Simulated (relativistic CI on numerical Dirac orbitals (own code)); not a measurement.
## Hyperfine structure of V⁷⁺, mass number 51

Computed by Dirac-Coulomb-Breit CI, separate exchange-only KLI orbitals for each configuration, model QED (radiative potential, 1s self-energy scaled to tabulated hydrogen-like ionisation energies), unscaled Slater integrals (own radial code, finite nucleus).

Configuration list (outside the closed core [Ne]): 3s2 3p4, 3s 3p5, 3p6, 3s2 3p3 3d, 3s 3p4 3d, 3p5 3d, 3s 3p3 3d2, 3s2 3p3 4s, 3s2 3p3 4p, 3s2 3p2 3d 4p, 3p5 4s, 3s2 3p3 4d, 3p5 4p, 3s2 3p2 3d2, 3s2 3p 3d3, 3s 3p2 3d3, 3s2 3p 3d2 4s, 3s2 3p 3d2 4p, 3s2 3p 3d2 4d, 3s2 3p2 3d 4s, 3s 3p2 3d2 4s, 3s2 3p 3d 4s2, 3s2 3p 3d 4s 4p, 3s2 3p 3d 4s 4d. Double excitations out of closed p, d and f shells are left out; levels of such configurations are missing from the list, as are those of other unlisted configurations, and high levels can miss mixing partners.

Nuclear spin I = 7/2, μ = 5.1464 μN, Q = -0.052 b (tables of Stone and Pyykkö). The electronic factors are computed for point nuclear moments, without core polarisation or the Bohr-Weisskopf and QED corrections.

| Level | E (eV) | A (MHz) | B (MHz) |
| --- | --- | --- | --- |
| 3s2 3p4 3P_2 | 0.0000 | 3763 | -213 |
| 3s2 3p4 3P_1 | 0.7346 | 17.94 | 110 |
| 3s2 3p4 1D_2 | 3.6413 | 6826 | 435 |
| 3s 3p5 3P°_2 | 26.5360 | 15650 | 200 |
| 3s 3p5 3P°_1 | 27.1438 | 17070 | -102 |
| 3s 3p5 1P°_1 | 34.7546 | 7142 | 164 |
| 3s2 3p3 3d 5D°_1 | 37.0080 | 716.7 | 12.9 |
| 3s2 3p3 3d 5D°_2 | 37.0215 | 738 | 7.54 |

Levels with J = 0, under 50 % of one LS term, or S terms without an open s electron are left out. Small factors come from cancelling terms and can be off by tens of per cent or more.

At this charge configurations can still be misplaced by up to about 7 % of their energy. 16 of the 18 excited levels that our extract of the measured tables holds in this range could be paired (the sources list more); they are missed by 15223 cm⁻¹ on average and 85614 at most, and levels without a partner can miss by more.

(1) Give the hyperfine levels of 3s2 3p4 3P_2 relative to its centre of gravity.

Results:

(1) With K = F(F + 1) − I(I + 1) − J(J + 1), E = AK/2 + B[¾K(K + 1) − I(I + 1)J(J + 1)]/[2I(2I − 1)J(2J − 1)]: F = 3/2: -33980, F = 5/2: -24480, F = 7/2: -11230, F = 9/2: 5717, F = 11/2: 26290 MHz.

LS names give the leading component of a level, which can be under half, so a name can repeat, a term be missing and a line seem to break the LS rules.
